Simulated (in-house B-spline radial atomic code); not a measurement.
RPA and G0W0 for B II (B+), [He] 2s2, as one setting changes: the share of exact exchange in the PBE hybrid start. A dash marks a level of low quasi-particle weight. Computed with an all-electron radial atomic-structure program (B-spline basis): all electrons, non-relativistic, point nucleus, each spin shell either full or empty, empty states to l = 9 with an (l + 1/2)⁻⁴ tail; G0W0 by contour deformation at full frequency.

```tsv
share of exact exchange in the PBE hybrid start	mean-field level (eV)	G0W0 level (eV)	RPA correlation (Eh)
0	-19.505	2s -25.013	-0.20733
0.1	-20.021	2s -25.033	-0.19791
0.2	?	?	?
0.3	-21.050	2s -25.041	-0.1831
0.4	-21.564	2s -25.035	-0.17709
0.5	-22.077	2s -25.026	-0.17176
0.6	?	?	?
0.7	-23.103	2s -25.000	-0.16262
0.8	-23.615	2s -24.986	-0.15865
0.9	-24.127	2s -24.970	-0.155
1	-24.638	2s -24.955	-0.15162
```

Q: What belongs in the row for 0.6?

A: mean-field level (eV): -22.590; G0W0 level (eV): 2s -25.014; RPA correlation (Eh): -0.16696.

Q: What belongs in the row for 0.2?

A: mean-field level (eV): -20.535; G0W0 level (eV): 2s -25.041; RPA correlation (Eh): -0.18996.
